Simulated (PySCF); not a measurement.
Choosing a molecule for a target property.

Species are written as SMILES; each is one conformer at its optimised geometry, gas phase, non-relativistic unless stated. Electronic properties by PySCF.

The conformers computed, where there is a choice (atom-mapped SMILES and torsion angles):
- `[CH2:1]=[CH:2][CH2:3][O:4][BH:5][NH:6][CH3:7]`: C1–C2–C3–O4 -127°, C2–C3–O4–B5 -99°, C3–O4–B5–N6 175°, O4–B5–N6–C7 -1°
- `[CH3:1][B:2]([CH3:3])[N:4]([CH3:5])[CH:6]=[O:7]`: C1–B2–N4–C5 180°, B2–N4–C6–O7 180°
- `[CH3:1][B:2]([CH3:3])[NH:4][C:5]([CH3:6])=[O:7]`: C1–B2–N4–C5 180°, B2–N4–C5–C6 180°

The conformers of `C1=C[C@@H](C2CCC2)NC1` aren't listed.

Question: Wanted: static isotropic polarisability between 62 au and 78 au (B3LYP/def2-SVPD) and electronic spatial extent ⟨r²⟩ about the centre of nuclear charge above 700 bohr² (B3LYP/def2-SVPD), at PBE0-D3(BJ)/def2-SVP geometries. Which candidate meets both?
A. `CB(C)N(C)C=O`
B. `[SiH3][O][GeH3]`
C. `CC#[N+][AlH2-][F]`
D. `C=CCOBNC`

Answer: A. Computed values:
| species | static isotropic polarisability | electronic spatial extent ⟨r²⟩ about the centre of nuclear charge |
| --- | --- | --- |
| CC#[N+][AlH2-][F] | 60.8 au | 818 bohr² |
| [SiH3][O][GeH3] | 62.5 au | 609 bohr² |
| CB(C)N(C)C=O | 75.8 au | 915 bohr² |
| C=CCOBNC | 80.0 au | 1188 bohr² |

Question: Wanted: lowest triplet excitation (Tamm–Dancoff) below 4.3 eV (TDA B3LYP/def2-SVPD) and vertical ionisation energy below 9.2 eV (ΔSCF B3LYP/def2-SVPD), at PBE0-D3(BJ)/def2-SVP geometries. Which candidate meets both?
A. `C1=C[C@@H](C2CCC2)NC1`
B. `CC#[N+][AlH2-][F]`
C. `CB(C)N(C)C=O`
D. `[SiH3][O][GeH3]`
E. `CNBOCC=C`

Answer: A. Computed values:
```csv
species,lowest triplet excitation (Tamm–Dancoff),vertical ionisation energy
C1=C[C@@H](C2CCC2)NC1,4.27 eV,8.17 eV
CNBOCC=C,4.42 eV,8.84 eV
CB(C)N(C)C=O,4.53 eV,9.86 eV
CC#[N+][AlH2-][F],4.76 eV,9.65 eV
[SiH3][O][GeH3],6.17 eV,10.37 eV
```

Question: Wanted: lowest singlet excitation between 4.9 eV and 6.2 eV (TDDFT B3LYP/def2-SVPD) and dipole moment above 2 D (B3LYP/def2-SVPD), at PBE0-D3(BJ)/def2-SVP geometries. Which candidate meets both?
A. `CB(C)N(C)C=O`
B. `C=CCOBNC`
C. `CC#[N+][AlH2-][F]`
D. `[SiH3][O][GeH3]`

Answer: A. Computed values:
| species | lowest singlet excitation | dipole moment |
| --- | --- | --- |
| CC#[N+][AlH2-][F] | 4.83 eV | 8.86 D |
| CB(C)N(C)C=O | 4.99 eV | 2.92 D |
| C=CCOBNC | 5.88 eV | 0.52 D |
| [SiH3][O][GeH3] | 6.48 eV | 1.20 D |

Question: Wanted: HOMO energy between -7.2 eV and -7 eV (B3LYP/def2-SVPD) and smallest rotational constant above 1.3 GHz (PBE0-D3(BJ)/def2-SVP), at PBE0-D3(BJ)/def2-SVP geometries. Which candidate meets both?
A. `CB(C)NC(C)=O`
B. `[SiH3][O][GeH3]`
C. `CB(C)N(C)C=O`
D. `C(C=C)OBNC`
E. `[F][AlH2-][N+]#CC`

Answer: E. Computed values:
```
          species  HOMO energy  smallest rotational constant
  [SiH3][O][GeH3]     -8.18 eV                     1.971 GHz
     CB(C)N(C)C=O     -7.52 eV                     1.331 GHz
     CB(C)NC(C)=O     -7.28 eV                     1.249 GHz
[F][AlH2-][N+]#CC     -7.11 eV                     1.388 GHz
       C(C=C)OBNC     -6.83 eV                     1.015 GHz
```
